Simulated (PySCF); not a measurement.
ClF3H3NTi, SMILES [NH3]->[Ti]([F])([F])([F])[Cl], multiplicity 1. Geometry optimised at PBE-D3(BJ)/def2-SVP. The multiplicity is an assumed one; other spin states were not compared.

Computed equilibrium geometry at PBE-D3(BJ)/def2-SVP (PySCF confirms it by a frequency run) as a Z-matrix, and its point group:
point group Cs.
```
Ti
F 1 1.7554
F 1 1.7609 2 98.84
F 1 1.7609 2 98.84 3 118.95
Cl 1 2.2430 2 98.95 3 -120.52
N 1 2.3286 3 80.70 2 -179.21
H 6 1.0286 1 111.31 3 -60.83
H 6 1.0286 7 106.90 3 156.19
H 6 1.0295 7 107.46 8 115.11
```
